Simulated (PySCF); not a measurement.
# Electron correlation in Nb²⁴⁺ (niobium, charge +24)

[Ne] 3s2 3p5, 2P determinant. All numbers are calculated (PySCF 2.14, the spin-free X2C one-electron Hamiltonian (Gaussian nucleus), in an even-tempered Gaussian basis (18 s from 2.7 bohr⁻², ratio 2.5; 12 p from 3.5 bohr⁻², ratio 2.5; 5 d from 18 bohr⁻², ratio 2.7; 4 f from 27 bohr⁻², ratio 2.7)). Frozen: 1s2; 15 electrons correlated; the 21 highest virtual orbitals of each spin left out.

```tsv
level	correlation energy (mhartree)
CCSD	-592.35
(T)	-1.79
CCSD(T)	-594.14
```

Diagnostics: T1 = 0.00095, D1 = 0.0042, largest double amplitude 0.027.

Spin-orbit coupling, absent here, splits the open shell strongly.

Cost of the coupled-cluster step: of the order of 70 core-seconds, for 15 correlated electrons.

Iterations:

```
CC2 = 0
CCSD nocc = (np.int64(8), np.int64(7)), nmo = (85, 85)
frozen orbitals [[0, 86, 87, 88, 89, 90, 91, 92, 93, 94, 95, 96, 97, 98, 99, 100, 101, 102, 103, 104, 105, 106], [0, 86, 87, 88, 89, 90, 91, 92, 93, 94, 95, 96, 97, 98, 99, 100, 101, 102, 103, 104, 105, 106]]
max_cycle = 100
direct = 0
conv_tol = 1e-08
conv_tol_normt = 1e-06
diis_space = 8
diis_start_cycle = 0
Init t2, MP2 energy = -0.578590498173965
Init E_corr(UCCSD) = -0.578590498174004
cycle = 1  E_corr(UCCSD) = -0.589425959057  dE = -0.0108354609  norm(t1,t2) = 0.0103212
cycle = 2  E_corr(UCCSD) = -0.591805093309509  dE = -0.00237913425  norm(t1,t2) = 0.00226611
cycle = 3  E_corr(UCCSD) = -0.592360480761923  dE = -0.000555387452  norm(t1,t2) = 0.00055785
cycle = 4  E_corr(UCCSD) = -0.592351893140279  dE = 8.58762164e-06  norm(t1,t2) = 3.31578e-05
cycle = 5  E_corr(UCCSD) = -0.592351363243492  dE = 5.29896787e-07  norm(t1,t2) = 2.3378e-06
cycle = 6  E_corr(UCCSD) = -0.592351519890555  dE = -1.56647063e-07  norm(t1,t2) = 3.09259e-07
cycle = 7  E_corr(UCCSD) = -0.592351516504608  dE = 3.38594686e-09  norm(t1,t2) = 2.1022e-08
UCCSD converged
E(UCCSD) = -3449.402035142668  E_corr = -0.5923515165046079
UCCSD(T) correction = -0.00179242352312506
```

At this charge the one-electron X2C treatment keeps the bare 1/r₁₂, with no two-electron picture change or Breit term. The effect here is smaller than on the frozen 1s shell; and a scalar Hamiltonian misses the large spin-orbit splitting of the p shells, which matters for ns² → np² pairs.
